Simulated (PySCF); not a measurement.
**Dipole moment and polarisability of `C=C/C=C\[O][GeH3]`**

Species: C4H8GeO.
Geometry (PBE0-D3(BJ)/def2-SVP, Å), atoms numbered from 1 in this order:
```xyz
14
C4H8GeO angstrom
C      2.184   -0.363   -1.405
C      1.012   -0.153   -0.784
C      0.460    1.155   -0.497
C     -0.694    1.483    0.124
O     -1.649    0.720    0.663
Ge    -1.761   -1.044    0.996
H      2.809    0.473   -1.735
H      2.552   -1.372   -1.602
H      0.439   -1.038   -0.488
H      1.051    2.012   -0.834
H     -0.945    2.546    0.228
H     -3.071   -1.136    1.786
H     -0.545   -1.473    1.832
H     -1.842   -1.811   -0.333
```

Level: CAM-B3LYP/def2-SVPD (PySCF), static field, nuclei fixed, core orbitals frozen in the response. The polarisability tensor in these axes (au):

```
x   109.69  -4.98 -27.26
y    -4.98  82.30   1.95
z   -27.26   1.95  77.21
```

Question: Give the principal values, the mean and the anisotropy Δα = √{½[(α1 − α2)² + (α2 − α3)² + (α1 − α3)²]}.

Answer: Principal values 61.69, 81.68 and 125.82 au; mean 89.73 au = 13.30 Å³ = 14.79 × 10⁻⁴⁰ C²·m²/J; Δα = 56.84 au (63 % of the mean).

Question: What is the dipole moment, and where does it point?

Answer: (-0.40, -1.15, 0.49) D, 1.31 D in size, pointing from the negative to the positive side. Measured along this direction, the outermost atoms are H10 at the negative end and H12 at the positive end.

Question: Estimate the molar refractivity from the static electronic polarisability.

Answer: Lorentz–Lorenz: R = (4π/3)N_A α = 2.5225 cm³/(mol·Å³) × 13.30 Å³ = 33.5 cm³/mol, in the limit of long wavelengths.

Question: What are the principal values of the traceless quadrupole moment, Θ = ½Σq(3rr − r²1), about the centre of nuclear charge?

Answer: -4.65, -2.03, 6.68 D·Å. The values depend on the origin, since the dipole doesn't vanish. The electronic extent ⟨r²⟩ about the same centre is 1148 bohr², a root-mean-square distance of 2.11 Å for the 72 electrons.

Question: How large is μ²/3kT at 500 K beside α?

Answer: In Gaussian units μ²/3kT = 8.31 Å³ against 13.30 Å³, a ratio of 0.63; the Debye molar polarisation (4π/3)N_A(α + μ²/3kT) is 54.5 cm³/mol, leaving out the vibrational part.

One conformer (not necessarily the lowest) at the PBE0-D3(BJ)/def2-SVP geometry, without solvent, vibrations or thermal averaging. The calculation is non-relativistic, for germanium too.

These values come from a run that also computed excited states and ΔSCF ions. The run took 2.1 min wall on an Arm Neoverse V1 with one thread (shared host).
